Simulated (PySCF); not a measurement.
(E)-2-chloro-1,3,3-trifluoroprop-1-ene (C3H2ClF3), SMILES F/C=C(/Cl)C(F)F.

Geometry: B3LYP-D3(BJ)/def2-SVP. The values are those of a single conformer.

These are B3LYP-D3(BJ)/def2-SVP run with PySCF values and carry that method's errors.

Frequencies are harmonic and unscaled.

Question: Estimate the vibrational spectrum. (An estimate is asked for; the answer gives what the named calculation found.)

Answer: 
```json
[
 {"mode": "1", "ν (cm⁻¹)": "36", "IR (km/mol)": "0.8", "Raman (Å⁴/amu)": "0.3", "depolarisation": "0.74", "moving atoms (share of kinetic energy)": "F 86 %, Cl 8 %"},
 {"mode": "2", "ν (cm⁻¹)": "194", "IR (km/mol)": "0.1", "Raman (Å⁴/amu)": "0.6", "depolarisation": "0.75", "moving atoms (share of kinetic energy)": "F 72 %, Cl 18 %, C 9 %"},
 {"mode": "3", "ν (cm⁻¹)": "208", "IR (km/mol)": "0.1", "Raman (Å⁴/amu)": "0.9", "depolarisation": "0.73", "moving atoms (share of kinetic energy)": "F 71 %, Cl 14 %, C 14 %"},
 {"mode": "4", "ν (cm⁻¹)": "277", "IR (km/mol)": "4.1", "Raman (Å⁴/amu)": "1.0", "depolarisation": "0.74", "moving atoms (share of kinetic energy)": "C 49 %, F 26 %, Cl 17 %"},
 {"mode": "5", "ν (cm⁻¹)": "308", "IR (km/mol)": "4.5", "Raman (Å⁴/amu)": "4.9", "depolarisation": "0.74", "moving atoms (share of kinetic energy)": "C 44 %, F 28 %, H 20 %, Cl 8 %"},
 {"mode": "6", "ν (cm⁻¹)": "392", "IR (km/mol)": "12.2", "Raman (Å⁴/amu)": "1.3", "depolarisation": "0.56", "moving atoms (share of kinetic energy)": "F 54 %, C 33 %"},
 {"mode": "7", "ν (cm⁻¹)": "460", "IR (km/mol)": "0.4", "Raman (Å⁴/amu)": "5.6", "depolarisation": "0.31", "moving atoms (share of kinetic energy)": "Cl 44 %, F 41 %, C 14 %"},
 {"mode": "8", "ν (cm⁻¹)": "541", "IR (km/mol)": "6.0", "Raman (Å⁴/amu)": "2.3", "depolarisation": "0.71", "moving atoms (share of kinetic energy)": "F 60 %, C 30 %"},
 {"mode": "9", "ν (cm⁻¹)": "642", "IR (km/mol)": "14.9", "Raman (Å⁴/amu)": "2.7", "depolarisation": "0.16", "moving atoms (share of kinetic energy)": "C 51 %, F 42 %"},
 {"mode": "10", "ν (cm⁻¹)": "889", "IR (km/mol)": "5.1", "Raman (Å⁴/amu)": "4.8", "depolarisation": "0.71", "moving atoms (share of kinetic energy)": "H 61 %, C 37 %"},
 {"mode": "11", "ν (cm⁻¹)": "918", "IR (km/mol)": "42.4", "Raman (Å⁴/amu)": "2.8", "depolarisation": "0.10", "moving atoms (share of kinetic energy)": "C 78 %, H 17 %"},
 {"mode": "12", "ν (cm⁻¹)": "1018", "IR (km/mol)": "112.1", "Raman (Å⁴/amu)": "3.0", "depolarisation": "0.29", "moving atoms (share of kinetic energy)": "C 74 %, F 13 %"},
 {"mode": "13", "ν (cm⁻¹)": "1127", "IR (km/mol)": "203.4", "Raman (Å⁴/amu)": "3.4", "depolarisation": "0.56", "moving atoms (share of kinetic energy)": "C 59 %, F 32 %, H 9 %"},
 {"mode": "14", "ν (cm⁻¹)": "1153", "IR (km/mol)": "26.3", "Raman (Å⁴/amu)": "1.1", "depolarisation": "0.67", "moving atoms (share of kinetic energy)": "C 57 %, F 34 %, H 10 %"},
 {"mode": "15", "ν (cm⁻¹)": "1236", "IR (km/mol)": "154.7", "Raman (Å⁴/amu)": "4.8", "depolarisation": "0.42", "moving atoms (share of kinetic energy)": "C 39 %, H 33 %, F 28 %"},
 {"mode": "16", "ν (cm⁻¹)": "1345", "IR (km/mol)": "3.2", "Raman (Å⁴/amu)": "4.7", "depolarisation": "0.50", "moving atoms (share of kinetic energy)": "H 82 %, C 17 %"},
 {"mode": "17", "ν (cm⁻¹)": "1389", "IR (km/mol)": "26.8", "Raman (Å⁴/amu)": "8.0", "depolarisation": "0.74", "moving atoms (share of kinetic energy)": "H 83 %, C 15 %"},
 {"mode": "18", "ν (cm⁻¹)": "1422", "IR (km/mol)": "77.0", "Raman (Å⁴/amu)": "6.2", "depolarisation": "0.36", "moving atoms (share of kinetic energy)": "H 50 %, C 49 %"},
 {"mode": "19", "ν (cm⁻¹)": "1746", "IR (km/mol)": "65.9", "Raman (Å⁴/amu)": "27.7", "depolarisation": "0.20", "moving atoms (share of kinetic energy)": "C 94 %"},
 {"mode": "20", "ν (cm⁻¹)": "3062", "IR (km/mol)": "33.5", "Raman (Å⁴/amu)": "103.0", "depolarisation": "0.23", "moving atoms (share of kinetic energy)": "H 92 %"},
 {"mode": "21", "ν (cm⁻¹)": "3206", "IR (km/mol)": "3.3", "Raman (Å⁴/amu)": "76.5", "depolarisation": "0.28", "moving atoms (share of kinetic energy)": "H 91 %, C 9 %"}
]
```
